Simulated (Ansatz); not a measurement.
## A relaxation, step by step

HBr2F (SMILES F.BrBr), singlet, PBE0-D4/def2-TZVP (Ansatz 0.2.0). Settings:

```yaml
hamiltonian: {xc: pbe0, dispersion: d4}
relax: {f_tol: 0.005, max_steps: 200}
```

Start (the SMILES describes the start alone):

| atom | x (Å) | y (Å) | z (Å) |
| --- | --- | --- | --- |
| F1 | -0.3224 | -0.3760 | -1.7186 |
| H2 | 0.0195 | 0.2485 | -1.1078 |
| Br3 | -0.2844 | -0.9741 | 1.7099 |
| Br4 | 0.5871 | 1.1016 | 1.1166 |

```tsv
step	energy less the last (meV)	largest force component (eV/Å)
1	40.0	0.615
2 (rejected trial)	56.5	1.745
3	19.2	0.739
4	9.2	0.307
5	5.1	0.057
6	3.2	0.080
7	2.2	0.194
8	1.3	0.111
9 (rejected trial)	73.2	2.416
10	0.5	0.034
11 (rejected trial)	4.7	0.637
12	0.4	0.034
13 (rejected trial)	0.5	0.148
14	0.2	0.011
15	0.1	0.029
16	0.0	0.036
17	0.0	0.006
18	0.0	0.001
```

Step 7, positions (Å) and forces (eV/Å):

```tsv
atom	x	y	z	Fx	Fy	Fz
F1	-0.286	-0.256	-1.905	-0.060	-0.095	-0.194
H2	-0.007	0.195	-1.151	0.056	0.089	0.188
Br3	-0.250	-0.947	1.963	0.003	0.008	0.000
Br4	0.543	1.008	1.093	0.001	-0.002	0.006
```

Step 10, positions (Å) and forces (eV/Å):

```json
{"atom": "F1", "x": "-0.268", "y": "-0.214", "z": "-1.948", "Fx": "-0.007", "Fy": "-0.009", "Fz": "-0.034"}
{"atom": "H2", "x": "-0.022", "y": "0.171", "z": "-1.143", "Fx": "0.006", "Fy": "0.009", "Fz": "0.031"}
{"atom": "Br3", "x": "-0.246", "y": "-0.948", "z": "2.001", "Fx": "0.000", "Fy": "0.000", "Fz": "0.004"}
{"atom": "Br4", "x": "0.536", "y": "0.992", "z": "1.089", "Fx": "0.000", "Fy": "0.000", "Fz": "-0.001"}
```

Step 16, positions (Å) and forces (eV/Å):

```csv
atom,x,y,z,Fx,Fy,Fz
F1,-0.245,-0.157,-1.994,0.009,0.014,0.036
H2,-0.031,0.158,-1.149,-0.009,-0.013,-0.036
Br3,-0.244,-0.962,2.054,0.001,0.003,0.000
Br4,0.520,0.960,1.090,-0.002,-0.004,0.000
```

Last step (18):

```xyz
4
angstrom
F -0.2401 -0.1436 -2.0031
H -0.0305 0.1596 -1.1535
Br -0.2443 -0.9668 2.0660
Br 0.5147 0.9508 1.0906
```

The run took about 19 s on 4 CPU threads of an Intel Xeon Platinum 8488C (shared host).
